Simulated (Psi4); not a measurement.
C₄H₇, charge -1, singlet, geometry from GFN2-xTB (a gas-phase anion, which may not be bound at this level); HF/STO-3G in Psi4 1.11.

Input for Psi4:
```
memory 2 GB

molecule {
-1 1
C    -0.01707892    0.13768366    1.56711869
C    -0.00258751    0.01589936    0.23872691
H    -0.01937530   -0.90033578    2.05551585
C     0.00330867    1.25366579   -0.64010594
H    -0.00577892    2.15256181   -0.02325221
H     0.89326881    1.29293502   -1.28777368
H    -0.87285877    1.28799033   -1.30658702
C     0.01031081   -1.25397826   -0.63835837
H     0.00619538   -2.15281432   -0.01577716
H    -0.86732463   -1.30245721   -1.30263128
H     0.90215513   -1.29750313   -1.28378223
}

set {
  basis sto-3g
  damping_percentage 50
}

energy('scf')
print_variables()
```

The log (banner, timings and long lists left out):

```
   => Loading Basis Set <=

    Name: STO-3G
    Role: ORBITAL
    Keyword: BASIS

         ---------------------------------------------------------
                                   SCF
               by Justin Turney, Rob Parrish, Andy Simmonett
                          and Daniel G. A. Smith
                              RHF Reference
         ---------------------------------------------------------

  ==> Geometry <==

    Molecular point group: c1
    Full point group: C1

    Geometry (in Angstrom), charge = -1, multiplicity = 1:

       Center              X                  Y                   Z               Mass
    ------------   -----------------  -----------------  -----------------  -----------------
         C           -0.016425065827     0.121110579201     1.510093171620    12.000000000000
         C           -0.001933655827    -0.000673720799     0.181701391620    12.000000000000
         H           -0.018721445827    -0.916908860799     1.998490331620     1.007825032230
         C            0.003962524173     1.237092709201    -0.697131458380    12.000000000000
         H           -0.005125065827     2.135988729201    -0.080277728380     1.007825032230
         H            0.893922664173     1.276361939201    -1.344799198380     1.007825032230
         H           -0.872204915827     1.271417249201    -1.363612538380     1.007825032230
         C            0.010964664173    -1.270551340799    -0.695383888380    12.000000000000
         H            0.006849234173    -2.169387400799    -0.072802678380     1.007825032230
         H           -0.866670775827    -1.319030290799    -1.359656798380     1.007825032230
         H            0.902808984173    -1.314076210799    -1.340807748380     1.007825032230

  Running in c1 symmetry.

  Rotational constants: A =      0.31308  B =      0.28999  C =      0.15952 [cm^-1]
  Rotational constants: A =   9385.96552  B =   8693.73799  C =   4782.36415 [MHz]
  Nuclear repulsion =  111.076043927143061

  Charge       = -1
  Multiplicity = 1
  Electrons    = 32
  Nalpha       = 16
  Nbeta        = 16

  ==> Algorithm <==

  SCF Algorithm Type is DF.
  DIIS enabled.
  MOM disabled.
  Fractional occupation disabled.
  Guess Type is SAD.
  Energy threshold   = 1.00e-06
  Density threshold  = 1.00e-06
  Integral threshold = 1.00e-12

  ==> Primary Basis <==

  Basis Set: STO-3G
    Blend: STO-3G
    Number of shells: 19
    Number of basis functions: 27
    Number of Cartesian functions: 27
    Spherical Harmonics?: true
    Max angular momentum: 1

   => Loading Basis Set <=

    Name: (STO-3G AUX)
    Role: JKFIT
    Keyword: DF_BASIS_SCF

  ==> Integral Setup <==

  SCF_SUBTYPE=INCORE selected. In-core MEM_DF algorithm will be used.
  Using in-core AOs.

  ==> MemDFJK: Density-Fitted J/K Matrices <==

    J tasked:                   Yes
    K tasked:                   Yes
    wK tasked:                   No
    Algorithm:                 Core
    Schwarz Cutoff:           1E-12
    Mask sparsity (%):       0.8230
    Fitting Condition:        1E-10

   => Auxiliary Basis Set <=

  Basis Set: (STO-3G AUX)
    Blend: DEF2-UNIVERSAL-JKFIT
    Number of shells: 142
    Number of basis functions: 426
    Number of Cartesian functions: 496
    Spherical Harmonics?: true
    Max angular momentum: 4

  Minimum eigenvalue in the overlap matrix is 1.9154047747E-01.
  Reciprocal condition number of the overlap matrix is 7.8140688193E-02.
    Using symmetric orthogonalization.

  ==> Pre-Iterations <==

  SCF Guess: Superposition of Atomic Densities via on-the-fly atomic UHF (no occupation information).

   -------------------------
    Irrep   Nso     Nmo
   -------------------------
     A         27      27
   -------------------------
    Total      27      27
   -------------------------

  ==> Iterations <==

                           Total Energy        Delta E     RMS |[F,P]|

   @DF-RHF iter SAD:  -149.99594344205241   -1.49996e+02   0.00000e+00
   @DF-RHF iter   1:  -153.30953000500887   -3.31359e+00   1.22933e-02 DIIS/ADIIS
   @DF-RHF iter   2:  -153.39185492630105   -8.23249e-02   6.01890e-03 DIIS/ADIIS/DAMP=50%
   @DF-RHF iter   3:  -153.52725860079758   -1.35404e-01   2.37038e-03 DIIS/ADIIS/DAMP=50%
   @DF-RHF iter   4:  -153.41758546164215    1.09673e-01   2.60225e-03 DIIS/ADIIS/DAMP=50%
   @DF-RHF iter   5:  -153.45406903051921   -3.64836e-02   1.01397e-03 DIIS/ADIIS/DAMP=50%
   @DF-RHF iter   6:  -153.41729504581761    3.67740e-02   7.12930e-04 DIIS/ADIIS/DAMP=50%
   @DF-RHF iter   7:  -153.41290574785924    4.38930e-03   4.85176e-04 DIIS/ADIIS/DAMP=50%
   @DF-RHF iter   8:  -153.41449865808627   -1.59291e-03   3.54517e-04 DIIS/ADIIS/DAMP=50%
   @DF-RHF iter   9:  -153.41180249135510    2.69617e-03   2.85076e-04 DIIS/ADIIS/DAMP=50%
   @DF-RHF iter  10:  -153.41294473183817   -1.14224e-03   1.85992e-04 DIIS/ADIIS/DAMP=50%
   @DF-RHF iter  11:  -153.41073856031213    2.20617e-03   1.00426e-04 DIIS/ADIIS/DAMP=50%
   @DF-RHF iter  12:  -153.41027700219644    4.61558e-04   8.12523e-05 DIIS/DAMP=50%
   @DF-RHF iter  13:  -153.40865240086262    1.62460e-03   1.49277e-04 DIIS/ADIIS/DAMP=50%
   @DF-RHF iter  14:  -153.40836587093276    2.86530e-04   1.63867e-04 DIIS/ADIIS/DAMP=50%
   @DF-RHF iter  15:  -153.40785638856147    5.09482e-04   2.07620e-04 DIIS/ADIIS/DAMP=50%
   @DF-RHF iter  16:  -153.40755496749892    3.01421e-04   2.69741e-04 DIIS/ADIIS/DAMP=50%
   @DF-RHF iter  17:  -153.40772087249692   -1.65905e-04   3.38845e-04 DIIS/ADIIS/DAMP=50%
   @DF-RHF iter  18:  -153.40760232420433    1.18548e-04   3.41282e-04 DIIS/ADIIS/DAMP=50%
   @DF-RHF iter  19:  -153.40766803073453   -6.57065e-05   4.21077e-04 DIIS/ADIIS/DAMP=50%
   @DF-RHF iter  20:  -153.40801530183816   -3.47271e-04   4.59115e-04 DIIS/ADIIS/DAMP=50%
   @DF-RHF iter  21:  -153.40800923945037    6.06239e-06   3.82760e-04 DIIS/ADIIS/DAMP=50%
   @DF-RHF iter  22:  -153.40854667190152   -5.37432e-04   3.38362e-04 DIIS/ADIIS/DAMP=50%
[...]
   @DF-RHF iter  51:  -153.40720996977311    2.93990e-04   7.22526e-04 DIIS/ADIIS/DAMP=50%
   @DF-RHF iter  52:  -153.40753548691694   -3.25517e-04   7.74239e-04 DIIS/ADIIS/DAMP=50%
   @DF-RHF iter  53:  -153.40721221378311    3.23273e-04   7.80309e-04 DIIS/ADIIS/DAMP=50%
   @DF-RHF iter  54:  -153.40703658228963    1.75631e-04   6.44851e-04 DIIS/ADIIS/DAMP=50%
   @DF-RHF iter  55:  -153.40777759019798   -7.41008e-04   4.36912e-04 DIIS/ADIIS/DAMP=50%
   @DF-RHF iter  56:  -153.40768044353496    9.71467e-05   4.77003e-04 DIIS/ADIIS/DAMP=50%
   @DF-RHF iter  57:  -153.40771316529748   -3.27218e-05   5.06887e-04 DIIS/ADIIS/DAMP=50%
   @DF-RHF iter  58:  -153.40745643818110    2.56727e-04   6.17084e-04 DIIS/ADIIS/DAMP=50%
   @DF-RHF iter  59:  -153.40759310368847   -1.36666e-04   5.80369e-04 DIIS/ADIIS/DAMP=50%
   @DF-RHF iter  60:  -153.40750248361195    9.06201e-05   6.19954e-04 DIIS/ADIIS/DAMP=50%
   @DF-RHF iter  61:  -153.40742690073492    7.55829e-05   6.44679e-04 DIIS/ADIIS/DAMP=50%
   @DF-RHF iter  62:  -153.40687995849706    5.46942e-04   6.54970e-04 DIIS/ADIIS/DAMP=50%
   @DF-RHF iter  63:  -153.40763373377658   -7.53775e-04   3.62338e-04 DIIS/ADIIS/DAMP=50%
   @DF-RHF iter  64:  -153.40684555527761    7.88178e-04   7.35261e-04 DIIS/ADIIS/DAMP=50%
   @DF-RHF iter  65:  -153.40627714944276    5.68406e-04   1.01349e-03 DIIS/ADIIS/DAMP=50%
   @DF-RHF iter  66:  -153.40702233714032   -7.45188e-04   7.40085e-04 DIIS/ADIIS/DAMP=50%
   @DF-RHF iter  67:  -153.40699298364299    2.93535e-05   6.64384e-04 DIIS/ADIIS/DAMP=50%
   @DF-RHF iter  68:  -153.40768423602358   -6.91252e-04   4.39806e-04 DIIS/ADIIS/DAMP=50%
   @DF-RHF iter  69:  -153.40706454819286    6.19688e-04   5.98268e-04 DIIS/ADIIS/DAMP=50%
   @DF-RHF iter  70:  -153.40715787596227   -9.33278e-05   3.85513e-04 DIIS/ADIIS/DAMP=50%
   @DF-RHF iter  71:  -153.40799198025002   -8.34104e-04   1.09757e-04 DIIS/ADIIS/DAMP=50%
   @DF-RHF iter  72:  -153.40736385700768    6.28123e-04   5.11826e-04 DIIS/ADIIS/DAMP=50%
   @DF-RHF iter  73:  -153.40743207188291   -6.82149e-05   5.15700e-04 DIIS/ADIIS/DAMP=50%
   @DF-RHF iter  74:  -153.40751554365670   -8.34718e-05   4.39028e-04 DIIS/ADIIS/DAMP=50%
   @DF-RHF iter  75:  -153.40708980723301    4.25736e-04   7.45262e-04 DIIS/ADIIS/DAMP=50%
   @DF-RHF iter  76:  -153.40732121027523   -2.31403e-04   6.21311e-04 DIIS/ADIIS/DAMP=50%
   @DF-RHF iter  77:  -153.40722725820791    9.39521e-05   5.20893e-04 DIIS/ADIIS/DAMP=50%
   @DF-RHF iter  78:  -153.40767727055675   -4.50012e-04   2.95730e-04 DIIS/ADIIS/DAMP=50%
   @DF-RHF iter  79:  -153.40767489189884    2.37866e-06   2.15045e-04 DIIS/ADIIS/DAMP=50%
   @DF-RHF iter  80:  -153.40764367868630    3.12132e-05   9.60478e-05 DIIS/DAMP=50%
   @DF-RHF iter  81:  -153.40793573661824   -2.92058e-04   1.19106e-05 DIIS/DAMP=50%
   @DF-RHF iter  82:  -153.40800765720545   -7.19206e-05   3.24687e-05 DIIS/DAMP=50%
   @DF-RHF iter  83:  -153.40822540541549   -2.17748e-04   2.89226e-05 DIIS/DAMP=50%
   @DF-RHF iter  84:  -153.40730745469364    9.17951e-04   2.86793e-04 DIIS/ADIIS/DAMP=50%
   @DF-RHF iter  85:  -153.40751625885426   -2.08804e-04   6.44319e-05 DIIS/DAMP=50%
   @DF-RHF iter  86:  -153.40782175257488   -3.05494e-04   9.05850e-05 DIIS/DAMP=50%
   @DF-RHF iter  87:  -153.40768317835489    1.38574e-04   1.28913e-04 DIIS/ADIIS/DAMP=50%
   @DF-RHF iter  88:  -153.40793751477244   -2.54336e-04   2.23766e-04 DIIS/ADIIS/DAMP=50%
   @DF-RHF iter  89:  -153.40819582278920   -2.58308e-04   2.18961e-04 DIIS/ADIIS/DAMP=50%
   @DF-RHF iter  90:  -153.40818696496800    8.85782e-06   9.91831e-05 DIIS/DAMP=50%
   @DF-RHF iter  91:  -153.40822295207496   -3.59871e-05   1.72243e-05 DIIS/DAMP=50%
   @DF-RHF iter  92:  -153.40794052711013    2.82425e-04   1.80008e-04 DIIS/ADIIS/DAMP=50%
   @DF-RHF iter  93:  -153.40794013470673    3.92403e-07   1.78477e-04 DIIS/ADIIS/DAMP=50%
   @DF-RHF iter  94:  -153.40797416315272   -3.40284e-05   1.63598e-04 DIIS/ADIIS/DAMP=50%
   @DF-RHF iter  95:  -153.40787104906960    1.03114e-04   1.60156e-04 DIIS/ADIIS/DAMP=50%
   @DF-RHF iter  96:  -153.40779409455388    7.69545e-05   1.05357e-04 DIIS/ADIIS/DAMP=50%
   @DF-RHF iter  97:  -153.40786908362733   -7.49891e-05   1.66069e-05 DIIS/DAMP=50%
   @DF-RHF iter  98:  -153.40801657930805   -1.47496e-04   4.22050e-05 DIIS/DAMP=50%
   @DF-RHF iter  99:  -153.40811417128990   -9.75920e-05   3.98821e-05 DIIS/DAMP=50%
   @DF-RHF iter 100:  -153.40809939249579    1.47788e-05   6.12753e-06 DIIS/DAMP=50%

PsiException: Could not converge SCF iterations in 100 iterations.

  Failed to converge.

Traceback (most recent call last):
  File "psi4", line 375, in <module>
  File "<string>", line 32, in <module>
  File "site-packages/psi4/driver/driver.py", line 533, in energy
  File "site-packages/psi4/driver/procrouting/proc.py", line 2760, in run_scf
  File "site-packages/psi4/driver/procrouting/proc.py", line 2047, in scf_helper
  File "site-packages/psi4/driver/procrouting/scf_proc/scf_iterator.py", line 93, in scf_compute_energy
  File "site-packages/psi4/driver/procrouting/scf_proc/scf_iterator.py", line 86, in scf_compute_energy
  File "site-packages/psi4/driver/procrouting/scf_proc/scf_iterator.py", line 609, in scf_iterate

psi4.driver.p4util.exceptions.SCFConvergenceError: Could not converge SCF iterations in 100 iterations.

Printing out the relevant lines from the Psithon --> Python processed input file:
    H     0.90215513   -1.29750313   -1.28378223
    """)
    core.IO.set_default_namespace("")
    core.set_global_option("BASIS", "sto-3g")
    core.set_global_option("DAMPING_PERCENTAGE", 50)
--> energy('scf')
    print_variables()

!-------------------------------------------------------!
!                                                       !
!  Could not converge SCF iterations in 100 iterations. !
!                                                       !
!-------------------------------------------------------!
```

Convergence was not reached.
